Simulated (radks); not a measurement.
H, 1 electrons, occupied as 1s1 (the NIST ground configuration).

All-electron calculation, scalar-relativistic Kohn-Sham, SCAN, spin-unpolarised, spherical densities, finite nucleus; meta-GGA in the generalised Kohn-Sham scheme; Gaussian nuclear charge, rms radius 0.8783 fm; without spin polarisation the odd electron is poorly described. Program: a radial shooting solver on a logarithmic mesh with Libxc functionals.

Energy parts (eV):
part                   energy
total                 -12.323
kinetic                12.003
electron-nucleus      -25.540
Hartree                 7.867
exchange-correlation   -6.653

Orbitals (lengths in bohr, moments of r in powers of bohr):
orbital,occ.,eigenvalue (eV),<r>
1s,1,-6.6505,1.634

The highest occupied level is 1s at -6.650 eV. The density falls to 0.001 e/bohr^3 at r = 3.00 bohr.

Run on one thread of a shared host, so times are rough (Arm Neoverse N1): 0.09 s of CPU time, 0.09 s wall, 27 iterations on 2189 mesh points.
